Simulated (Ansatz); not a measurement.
# Setting up doublet [GeH2]− in Ansatz

The species is [GeH2]− (3 atoms), meant as a doublet with charge -1. As SMILES of the parent species, `[GeH2]`. Geometry: optimised at wB97X-V/def2-SVP.

```xyz
3

Ge   -0.5764    0.4096   -0.2666
H     0.7975    0.7630    0.5191
H    -0.2211   -1.1726   -0.2525
```

Settings wanted:

| Setting | Value |
| --- | --- |
| basis set | def2-TZVPP |
| integral approximation | none |
| task | energy |
| method | CCSD(T) |
| dispersion | none |
| reference | UHF |
| accuracy | medium |
| frozen core orbitals | 9 |
| start density | atoms |

Problem. Write the Ansatz 0.2.0 input and the command.

Solution. This one ran through:

molecule.yaml:
```yaml
crystal:
  periodic: [false, false, false]
  atoms:
    - {symbol: Ge, position_ang: [-0.576393, 0.409610, -0.266607]}
    - {symbol: H, position_ang: [0.797508, 0.762966, 0.519062]}
    - {symbol: H, position_ang: [-0.221115, -1.172576, -0.252456]}
basis:
  gaussian: {orbitals: def2-TZVPP}
total_charge: -1
magnetization: {spin_polarized: true, initial_magnetization: 1}
correlation: {method: ccsd_t, frozen_orbitals: {Ge: 9, H: 0}}
scf: {omitted_lower_state_checks: [cluster_reference, increment]}
```

```bash
$ ansatz run molecule.yaml --threads 1 --pin off --max-ram 3480MiB --events-out events.jsonl --progress --plain --runs-dir runs
```

Calculated total energy: -2076.76791 Eh. Without diffuse functions the anion is poorly described.
